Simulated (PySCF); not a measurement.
F4Hf, charge -1, multiplicity 2. Atoms are numbered in the order given.

```xyz
5

Hf     0.0000     0.0000     0.0000
F      1.3577    -1.3577    -0.5380
F     -1.3577     1.3577    -0.5380
F      1.3577     1.3577     0.5380
F     -1.3577    -1.3577     0.5380
```
Charge -1, spin multiplicity 2.

Coordinates come from a B3LYP-D3(BJ)/def2-SVPD optimisation. The spin state was assumed, not searched. The def2 effective core potentials stand for the cores of Hf; spin–orbit coupling is left out.

Method: B3LYP-D3(BJ)/def2-SVPD (PySCF).

Frequencies are harmonic and unscaled.

Modes within 1.5 cm⁻¹ of each other (mostly degenerate sets) share a row, with their intensities summed.

Estimate the vibrational spectrum. (Estimate from the structure and the level; the computed values follow.)


| mode | ν (cm⁻¹) | IR (km/mol) | moving atoms (share of kinetic energy) |
|---|---|---|---|
| 1 | 88 | 0.0 | F 74 %, Hf 26 % |
| 2 | 106 | 0.0 | F 100 % |
| 3–4 | 149 | 41.8 | F 87 %, Hf 13 % |
| 5 | 204 | 0.0 | F 100 % |
| 6 | 526 | 25.8 | F 96 % |
| 7–8 | 528 | 409.3 | F 83 %, Hf 17 % |
| 9 | 562 | 0.0 | F 100 % |
